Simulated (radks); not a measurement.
Species: Pm14+. Configuration: [Kr] 4d10 5s1 (the NIST ground configuration).

All-electron calculation, Dirac Kohn-Sham, BLYP, spin-unpolarised, spherical densities, finite nucleus; Fermi nuclear charge, rms radius 4.962 fm. Program: a radial shooting solver on a logarithmic mesh with Libxc functionals.

Energy parts (hartree):
part                       energy
total                  -9969.7013
kinetic                10784.6502
electron-nucleus      -23888.7656
Hartree                 3354.7421
exchange-correlation    -220.3280

Orbitals (lengths in bohr, moments of r in powers of bohr; <r^-3> diverges for s and p1/2; r(max) is where P^2 peaks; r(90%) holds 90 % of the orbital's charge):
orbital  occ.  eigenvalue (hartree)   r(max)  r(90%)   <1/r>  <r^-3>  small-component weight
1s1/2       2             -1663.531  0.01479  0.0419   67.42       -                5.13e-02
2s1/2       2             -279.1964  0.08396   0.153   15.99       -                1.12e-02
2p1/2       2             -264.9723  0.06370   0.136   15.97       -                1.13e-02
2p3/2       4             -244.3805  0.06924   0.144   14.30    8410                1.05e-02
3s1/2       2             -69.22122   0.2388   0.382   5.806       -                3.51e-03
3p1/2       2             -63.12188   0.2258   0.375   5.720       -                3.45e-03
3p3/2       4             -58.97708   0.2376   0.392   5.300    1744                3.24e-03
3d3/2       4             -48.36342   0.1899   0.365   5.170   289.4                3.12e-03
3d5/2       6             -47.46615   0.1932   0.370   5.065   260.4                3.06e-03
4s1/2       2             -21.77004   0.5469   0.829   2.476       -                1.16e-03
4p1/2       2             -19.41285   0.5518   0.854   2.382       -                1.09e-03
4p3/2       4             -18.44183   0.5755   0.889   2.246   411.6                1.03e-03
4d3/2       4             -14.52450   0.5822   0.949   2.066   60.31                8.96e-04
4d5/2       6             -14.34066   0.5895   0.960   2.034   53.88                8.79e-04
4f5/2       0              -9.68381   0.5593    1.08   1.725   9.729                6.45e-04
4f7/2       0              -9.65205   0.5622    1.08   1.716   9.514                6.40e-04
5s1/2       1              -9.64634    1.131    1.62   1.188       -                4.11e-04
5p1/2       0              -8.76671    1.180    1.71   1.128       -                3.82e-04
5p3/2       0              -8.49471    1.221    1.76   1.083   116.8                3.66e-04
6s1/2       0              -5.57623    2.022    2.69  0.7061       -                2.11e-04

The highest occupied level is 5s1/2 at -262.49 eV. The configuration is held as typed, so some empty levels lie below it. The density falls to 0.001 e/bohr^3 at r = 2.09 bohr. For comparison, the ionisation energy in NIST's Atomic Spectra Database is 269 eV (theoretical). In exact Kohn-Sham theory the highest level is minus the ionisation energy, but local and semilocal functionals leave it too shallow, through self-interaction and a potential that decays too fast; potentials with the right tail come closer. The electron density at the nucleus is 4.929e+05 e/bohr^3. Summed over all electrons, <r^2> = 10.91 bohr^2, which gives a Langevin (diamagnetic) susceptibility term of -8.64 x 10^-6 cm^3/mol.

Beside tabulated values, note that spin-unpolarised runs miss the spin-polarisation part of the exchange energy of open shells.
